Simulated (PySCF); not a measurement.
C2H3BF2O, SMILES F/C=C/B(F)O.

Coordinates come from a PBE0-D3(BJ)/def2-SVP optimisation. The structure was generated by enumeration; whether it is a known compound was not checked. Other conformers were not sampled.

Two levels are set side by side: TDDFT-PBE/def2-SVPD (PySCF) and TDDFT-PBE0/def2-SVPD (PySCF). Vertical, same geometry. The lowest singlet is HOMO→LUMO+1 100 % with PBE and HOMO→LUMO 97 % with the other functional; states are paired by order. Differences are taken from unrounded values.

```tsv
quantity	TDDFT-PBE0
lowest singlet excitation (eV)	6.78
lowest triplet excitation (TDA) (eV)	4.04
first bright state (f over 0.05) (eV)	6.78
its oscillator strength	0.39
```

Task: What does TDDFT-PBE give, and how far is it from TDDFT-PBE0? (Estimate from the structure and the level; the computed values follow.)

Result: 
| quantity | TDDFT-PBE | TDDFT-PBE minus TDDFT-PBE0 |
|---|---|---|
| lowest singlet excitation (eV) | 6.39 | -0.40 |
| lowest triplet excitation (TDA) (eV) | 4.11 | 0.07 |
| first bright state (f over 0.05) (eV) | 6.47 | -0.31 |
| its oscillator strength | 0.36 | -0.03 |

Functionals without exact exchange tend to place singlet excitations lower, as here. Differences between two approximate levels are no errors against the true value.

Rough cost on one machine, each run with all the roots and properties that it gave: TDDFT-PBE0 against TDDFT-PBE about 4 times.
